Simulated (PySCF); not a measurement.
Magnetic shielding above rings: a mixed set.

NICS is the negative of the GIAO shielding at a point without a nucleus: at the ring centre (0) and 1 Å above and below it (1); zz is the component along the ring normal. Level: GIAO PBE0/pcSseg-1 (PySCF, non-relativistic, gas phase) on the GFN2-xTB geometries, one conformer each. Atom numbers follow the mapped SMILES.

**Question.** Order these rings by mean NICS(1)zz, lowest (most negative) first (ppm).
A. ring C2–N3–C4–N5–N6–C7 in `[CH3:1][c:2]1[n:3][cH:4][n:5][n:6][c:7]1[SiH2:8][O:9][SiH3:10]`
B. ring C7–C8–C9–C10 in `[CH2:1]=[N:2][C:3](=[CH2:4])[O:5][SiH2:6][CH:7]1[CH2:8][CH2:9][CH2:10]1`
C. ring C5–C6–C7–C8 in `[CH2:1]=[CH:2][SiH2:3][O:4][C:5]1=[CH:6][CH2:7][CH2:8]1`
D. ring C4–C5–C6–C8 in `[CH:1]#[C:2][CH2:3][CH:4]1[CH2:5][C:6](=[O:7])[CH2:8]1`
E. ring C4–C5–N6–C7–C8–C9 in `[CH2:1]=[C:2]([CH3:3])[C@H:4]1[CH:5]=[N:6][CH2:7][CH2:8][CH2:9]1`
F. ring C4–C5–N6–S7–N8 in `[CH3:1][C:2]#[C:3][c:4]1[cH:5][n:6][s:7][n:8]1`
G. ring C5–C6–C7–C8–C9–C10 in `[Cl:1][c:2]1[n:3][nH:4][c:5]2[cH:6][cH:7][cH:8][cH:9][c:10]12`

**Answer.** F (-32.8), G (-29.6), A (-26.4), C (-1.8), D (1.0), E (2.0), B (5.0).

| SMILES | ring | NICS(0) | NICS(1) | NICS(1)zz | HOMA | rms pucker (Å) | ring atoms with four or more neighbours |
| --- | --- | --- | --- | --- | --- | --- | --- |
| CC#Cc1cnsn1 | 5-membered ring with 2 N and S; formal bonds all aromatic | -14.4 | -13.0 | -32.8 | – | 0.00 | 0 |
| Clc1n[nH]c2ccccc12 | 6-membered carbocycle; formal bonds all aromatic | -10.2 | -11.9 | -29.6 | 0.94 | 0.00 | 0 |
| Cc1ncnnc1[SiH2]O[SiH3] | 6-membered ring with 3 N; formal bonds all aromatic | -3.5 | -10.8 | -26.4 | 0.96 | 0.00 | 0 |
| C=C[SiH2]OC1=CCC1 | 4-membered carbocycle; formal bonds 1 double, 3 single | -6.3 | -2.8 | -1.8 | – | 0.00 | 2 |
| C#CCC1CC(=O)C1 | 4-membered carbocycle; formal bonds all single | 8.1 | -0.9 | 1.0 | – | 0.01 | 3 |
| C=C(C)[C@H]1C=NCCC1 | 6-membered ring with N; formal bonds 1 double, 5 single | 0.6 | -1.9 | 2.0 | – | 0.20 | 4 |
| C=NC(=C)O[SiH2]C1CCC1 | 4-membered carbocycle; formal bonds all single | 1.1 | 0.2 | 5.0 | – | 0.08 | 4 |

NICS(0) gives another order. The isotropic NICS(1) gives another order. HOMA uses Krygowski's 1993 parameters; it is left out where a ring has a four-coordinate atom, a triple bond, no multiple bond or a kind of bond without parameters. NICS(1) and NICS(1)zz are means over the two faces.
